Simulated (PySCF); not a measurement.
Compound: SnBr₂.
Cartesian coordinates in Å at the PBE0-D3(BJ)/def2-SVP level; atoms count from 1:
```xyz
3
SnBr2 angstrom
Sn     0.004   -0.007   -1.116
Br     1.895   -0.014    0.564
Br    -1.899    0.021    0.552
```

Level of theory: TDDFT CAM-B3LYP/def2-SVPD, vertical, gas phase, core orbitals frozen in the response, def2 core potentials past Kr in PySCF. Spin–orbit coupling is left out. The geometry optimisation had not met its thresholds, so the values belong to a structure short of the stationary point.

Ground-to-excited transition dipoles (e·a0, same axes as the geometry; the sign carries no meaning), for the states with f of 0.002 or more among the lowest 8:

| state | E (hartree) | μx | μy | μz |
| --- | --- | --- | --- | --- |
| S1 | 0.1272 | 0.004 | 0.424 | -0.003 |
| S3 | 0.1612 | -0.501 | 0.005 | -0.001 |
| S4 | 0.1757 | -0.002 | -0.267 | 0.002 |
| S5 | 0.1817 | 0.001 | 0.001 | 0.173 |
| S7 | 0.2099 | 0.450 | -0.004 | -0.006 |
| S8 | 0.2146 | -0.001 | 0.007 | 1.201 |

Work out the oscillator strengths.

f = (2/3) ΔE |μ|² with ΔE in hartree (27.2114 eV).

```tsv
state	|μ|² (au)	|μ| (D)	f
S1	0.180	1.08	0.015
S3	0.251	1.27	0.027
S4	0.071	0.68	0.008
S5	0.030	0.44	0.004
S7	0.203	1.14	0.028
S8	1.443	3.05	0.206
```

Label these states by symmetry in C2v.

From a totally symmetric ground state, an allowed state transforms like the component of the dipole operator along its μ. Polarised along the twofold axis, so A1: S5 and S8. Polarised across the twofold axis, so B1 or B2: S1, S3, S4 and S7. Which of B1 and B2 hangs on the choice of axes; S1 and S4 take one label and S3 and S7 the other.

All atoms lie in one plane. Which transitions are polarised in it and which across it?

In the plane: S3, S5, S7 and S8. Perpendicular: S1 and S4. In-plane polarisation joins two orbitals of the same parity under reflection in the plane (π with π, or σ with σ, in-plane lone pairs counted as σ); perpendicular polarisation joins orbitals of opposite parity.

What angle do the transition dipoles of S1 and S3 make?

|cos θ| = |μa·μb| / (|μa| |μb|) = 0.00, so θ ≈ 90° (taken between 0 and 90°, since the signs are arbitrary).

What peak molar absorption coefficient would the strongest computed level give as a lone Gaussian band 0.5 eV wide at half height?

ε(max) = 2.175×10⁸ f / FWHM, with the width in cm⁻¹. S8: 2.175×10⁸ × 0.2064 / 4033 ≈ 11000 L mol⁻¹ cm⁻¹.

The vertical ionisation energy (ΔSCF) is 9.91 eV, 4.07 eV above S8.

The run took 20 s of wall time (grids of density and orbitals included) on one thread, x86-64 server, on a shared host.
